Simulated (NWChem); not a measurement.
All runs are NWChem calculations. System: Sb, charge 1, spin multiplicity 3. Its SCF solution wasn't tested for a lower state. Level: UHF/def2-TZVPD with def2 effective core potentials on Sb.

Input file:

```
start mol
memory heap 200 mb stack 900 mb global 1100 mb
charge 1
geometry units angstroms nocenter noautoz
  Sb     0.000000     0.000000     0.000000
  symmetry group D2h
end
basis spherical
  * library def2-tzvpd
end
ecp
  Sb library def2-ecp
end
scf
  uhf
  nopen 2
  maxiter 100
  thresh 1e-7
  semidirect memsize 60000000 filesize 0
  # guess.movecs holds the orbitals of an unrestricted PBE0 run
  vectors input guess.movecs output mol.movecs
end
task scf energy
```

Part of the output:

```
             Northwest Computational Chemistry Package (NWChem) 7.3.0
             --------------------------------------------------------

                                NWChem Input Module
                                -------------------

 Scaling coordinates for geometry "geometry" by  1.889725989
 (inverse scale =  0.529177249)

                             Geometry "geometry" -> ""
                             -------------------------

 Output coordinates in angstroms (scale by  1.889725989 to convert to a.u.)

  No.       Tag          Charge          X              Y              Z
 ---- ---------------- ---------- -------------- -------------- --------------
    1 Sb                  51.0000     0.00000000     0.00000000     0.00000000

 Effective nuclear repulsion energy (a.u.)       0.0000000000

            Nuclear Dipole moment (a.u.)
            ----------------------------
        X                 Y               Z
 ---------------- ---------------- ----------------
     0.0000000000     0.0000000000     0.0000000000

      Symmetry information
      --------------------

 Group name             D2h
 Group number             26
 Group order               8
 No. of unique centers     1

      Symmetry unique atoms

     1


 Summary of "ao basis" -> "" (spherical)
 ------------------------------------------------------------------------------
       Tag                 Description            Shells   Functions and Types
 ---------------- ------------------------------  ------  ---------------------
 *                         def2-tzvpd                 on all atoms

 Summary of "ao basis" -> "ao basis" (spherical)
 ------------------------------------------------------------------------------
       Tag                 Description            Shells   Functions and Types
 ---------------- ------------------------------  ------  ---------------------
 Sb                        def2-tzvpd               18       56   7s5p4d2f

                                 NWChem SCF Module
                                 -----------------

  ao basis        = "ao basis"
[...]
   Bfn.  Coefficient  Atom+Function         Bfn.  Coefficient  Atom+Function
  ----- ------------  ---------------      ----- ------------  ---------------
    19      0.516541  1 Sb pz                13     -0.370522  1 Sb pz
    22      0.344848  1 Sb pz                16      0.311921  1 Sb pz

 Vector   12  Occ=0.000000D+00  E=-2.212580D-01  Symmetry=b2u
              MO Center= -1.5D-15,  5.4D-16,  8.6D-31, r^2= 3.3D+00
   Bfn.  Coefficient  Atom+Function         Bfn.  Coefficient  Atom+Function
  ----- ------------  ---------------      ----- ------------  ---------------
    18      0.437797  1 Sb py                21      0.437240  1 Sb py
    12     -0.352868  1 Sb py                15      0.304770  1 Sb py

 Vector   13  Occ=0.000000D+00  E=-2.212580D-01  Symmetry=b3u
              MO Center= -9.5D-19,  7.2D-19, -9.6D-35, r^2= 3.3D+00
   Bfn.  Coefficient  Atom+Function         Bfn.  Coefficient  Atom+Function
  ----- ------------  ---------------      ----- ------------  ---------------
    17      0.437797  1 Sb px                20      0.437240  1 Sb px
    11     -0.352868  1 Sb px                14      0.304770  1 Sb px

 center of mass
 --------------
 x =   0.00000000 y =   0.00000000 z =   0.00000000

 moments of inertia (a.u.)
 ------------------
           0.000000000000           0.000000000000           0.000000000000
           0.000000000000           0.000000000000           0.000000000000
           0.000000000000           0.000000000000           0.000000000000

  Mulliken analysis of the total density
  --------------------------------------

    Atom       Charge   Shell Charges
 -----------   ------   -------------------------------------------------------
    1 Sb  23    22.00   0.16 -0.67  1.58  0.93  1.27  0.76 -0.03 -0.46  6.42  0.66  1.19  0.19  9.05  0.93  0.02 -0.00  0.00  0.00

  Mulliken analysis of the alpha density
  --------------------------------------

    Atom       Charge   Shell Charges
 -----------   ------   -------------------------------------------------------
    1 Sb  23    12.00   0.08 -0.33  0.79  0.46  0.63  0.39 -0.02 -0.24  3.22  0.63  1.20  0.19  4.50  0.48  0.02 -0.00  0.00  0.00

   Mulliken analysis of the beta density
   -------------------------------------

    Atom       Charge   Shell Charges
 -----------   ------   -------------------------------------------------------
    1 Sb  23    10.00   0.08 -0.34  0.79  0.47  0.64  0.36 -0.01 -0.22  3.20  0.03 -0.00  0.00  4.55  0.45  0.01 -0.00  0.00  0.00

   Mulliken analysis of the spin density
   -------------------------------------

    Atom       Charge   Shell Charges
 -----------   ------   -------------------------------------------------------
    1 Sb  23     2.00  -0.00  0.00 -0.00 -0.01 -0.01  0.03 -0.01 -0.01  0.03  0.60  1.20  0.19 -0.05  0.04  0.01 -0.00  0.00 -0.00

       Multipole analysis of the density wrt the origin
       ------------------------------------------------

     L   x y z        total         alpha         beta         nuclear
     -   - - -        -----         -----         ----         -------
     0   0 0 0      1.000000    -12.000000    -10.000000     23.000000

     1   1 0 0      0.000000      0.000000      0.000000      0.000000
     1   0 1 0      0.000000      0.000000      0.000000      0.000000
     1   0 0 1      0.000000      0.000000      0.000000      0.000000

     2   2 0 0    -16.463198    -11.618712     -4.844487      0.000000
     2   1 1 0     -0.000000     -0.000000     -0.000000      0.000000
     2   1 0 1      0.000000      0.000000     -0.000000      0.000000
     2   0 2 0    -16.463198    -11.618712     -4.844487      0.000000
     2   0 1 1      0.000000      0.000000     -0.000000      0.000000
     2   0 0 2    -13.154619     -8.048359     -5.106260      0.000000

 Task  times  cpu:        0.7s     wall:        0.7s

 Total times  cpu:        0.8s     wall:        0.8s
```
